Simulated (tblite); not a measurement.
C5H14N2.
Cartesian coordinates in Å at the GFN2-xTB level; atoms count from 1:
```
atom  x, y, z in Å
C1    -2.8760    0.4058   -0.5425
C2    -1.7671   -0.3894    0.1350
C3    -0.6643    0.5171    0.6757
C4     0.4827   -0.2874    1.2883
N5     1.0793   -1.1905    0.3048
N6     1.7691   -0.6171   -0.7829
C7     2.8268    0.3335   -0.4703
H8    -3.6534   -0.2592   -0.9114
H9    -3.3275    1.1069    0.1569
H10   -2.4837    0.9720   -1.3851
H11   -2.1854   -0.9704    0.9594
H12   -1.3282   -1.0933   -0.5732
H13   -1.0707    1.1816    1.4417
H14   -0.2823    1.1480   -0.1312
H15    1.2147    0.4037    1.7392
H16    0.0911   -0.9252    2.0846
H17    1.7239   -1.8258    0.7686
H18    1.0809   -0.1890   -1.3962
H19    3.5316   -0.1434    0.2128
H20    3.3454    0.5632   -1.3994
H21    2.4842    1.2759   -0.0207
```

Calculated harmonic vibrations of the isolated species, GFN2-xTB (tblite), most abundant isotopes, no scaling. Errors from tens to a few hundred cm⁻¹ against measured bands are possible. One conformer, not necessarily the lowest.

Harmonic wavenumbers (cm⁻¹): 49.6, 79.8, 93.6, 176.2, 207.5, 231.5, 277.6, 304.6, 380.4, 462.2, 536.7, 754.9, 784.5, 812.4, 886.3, 894.0, 935.2, 987.4, 993.9, 1075.6, 1090.7, 1099.8, 1120.8, 1127.3, 1140.1, 1185.7, 1224.5, 1239.4, 1278.3, 1305.5, 1323.0, 1355.1, 1369.3, 1403.7, 1417.1, 1441.4, 1474.2, 1487.6, 1496.4, 1500.0, 1502.8, 1506.4, 1509.0, 2827.6, 2876.9, 2953.8, 2969.9, 2976.2, 2980.7, 2996.8, 3002.2, 3021.3, 3025.0, 3029.3, 3037.2, 3334.0, 3349.3.

A = 5014, B = 1214, C = 1155 MHz; mass 102.116 u (most abundant isotopes); point group C1, symmetry number 1.

Q: What is the zero-point energy?

A: Half the sum of the wavenumbers: 41951 cm⁻¹ = 119.94 kcal/mol.

Q: Entropy at 298.15 K, 1 bar (ideal gas, RRHO, classical rotation)?

A: Translation 39.81, rotation 28.22, vibration 25.93: S = 94.0 cal/(mol K).

Q: And Cp and H(298.15 K) − H(0)?

A: Cp = 34.76 cal/(mol K), of which vibrations give 26.81 (their classical limit is 57 R = 113.3); H(298.15 K) − H(0) = 6.42 kcal/mol without the zero-point energy, 4.05 from vibrations.

Q: Blend soft modes into free rotors: weight 1/[1 + (100 cm⁻¹/ν̃)⁴] for the oscillator and the rest for a rotor with moment μB/(μ + B), μ = h/(8π²ν), B = 10⁻⁴⁴ kg m². What vibrational entropy results?

A: 23.78 cal/(mol K) in place of 25.93, which changes −T·S at 298.15 K by +0.64 kcal/mol.

Q: How do the functions run with temperature in this model?

A: 
| T (K) | S (cal/(mol K)) | Cp (cal/(mol K)) | H − H(0) (kcal/mol) | G − H(0) (kcal/mol) | ln q(vib) |
| --- | --- | --- | --- | --- | --- |
| 50 | 56.7 | 12.7 | 0.49 | -2.34 | 0.46 |
| 100 | 67.1 | 17.9 | 1.26 | -5.45 | 1.56 |
| 373.15 | 102.6 | 42.5 | 9.31 | -28.97 | 7.94 |
| 500 | 116.8 | 54.9 | 15.51 | -42.89 | 10.87 |
| 750 | 142.8 | 73.4 | 31.70 | -75.40 | 16.67 |
| 1000 | 165.8 | 86.0 | 51.72 | -114.03 | 22.31 |

q(vib) and H(0) count from the zero-point level.

Q: Which modes carry the vibrational entropy at 298.15 K?

A: 49.6 cm⁻¹: 4.83; 79.8 cm⁻¹: 3.90; 93.6 cm⁻¹: 3.58; 176.2 cm⁻¹: 2.37; 207.5 cm⁻¹: 2.07; 231.5 cm⁻¹: 1.87 cal/(mol K); the other 51 give 7.32 together.

Hindered rotation and anharmonicity are outside this model. Other conformers, if any are populated, would add a mixing term that is left out. The structure is chiral; the term R ln 2 for an equal mix with its mirror image is left out.

The run took 0.48 s of wall time on Intel Xeon 6975P-C, one thread (shared host). This covers the Hessian and the dipole derivatives.
